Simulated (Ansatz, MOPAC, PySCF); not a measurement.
Complex: SiH4 (SMILES [SiH4]) (first 5 atoms) with H2Se (SMILES [SeH2]); geometry from B3LYP-D3(BJ)/def2-TZVP, rigid monomers moved along the line of their centres of mass till Si1···Se6 is 5.44 Å.
(charge 0, multiplicity 1):
```xyz
8

Si     0.19509    -0.00971     0.03557
H     -0.61412    -1.17604     0.45011
H     -0.44402     1.23783     0.51023
H      0.27287     0.02524    -1.44510
H      1.56163    -0.11595     0.59033
Se    -0.22917     0.05028     5.46354
H      0.19020     1.45226     5.32124
H     -1.62330     0.40214     5.15700
```

Counterpoise-corrected where a basis set is named; no monomer relaxation. Rows marked so take none.

Cores are frozen in the correlated methods. Filled d and f shells under p-block atoms count as core. CBS(a, b) extrapolates the correlation energy as X⁻³ and adds the Hartree–Fock energy of set b. Rows in 6-31G* carry no dispersion term and start afresh at each structure (6-31G* with six Cartesian d functions); the Pople sets are all-electron and without relativity. MP2/6-31G* freezes PySCF's default core, which leaves 3d correlated. The state reached by PM6 isn't checked.

Codes used: Ansatz (Gaussian basis) for Hartree–Fock, density functionals and correlated methods; MOPAC for PM6 (differences of heats of formation); PySCF for 6-31G* rows, the dispersion terms. 

```tsv
level	interaction energy (meV)
PM6	0.9
HF/def2-TZVPPD	-3.9
B3LYP/6-31G* (no counterpoise)	-3.5
B3LYP-D3(BJ)/def2-TZVPPD	-14.1
PBE0-D4/def2-TZVPPD	-16.5
MP2/6-31G* (no counterpoise)	-12.3
SCS-MP2/def2-TZVPPD	(withheld)
CCSD(T)/def2-TZVPPD	-13.3
CCSD(T)/CBS(def2-SVPD, def2-TZVPPD)	-13.3
```

**Question.** Fill in the missing entries.

**Answer.** 
- SCS-MP2/def2-TZVPPD, interaction energy (meV): -11.5

Ansatz is a program for electronic structure.
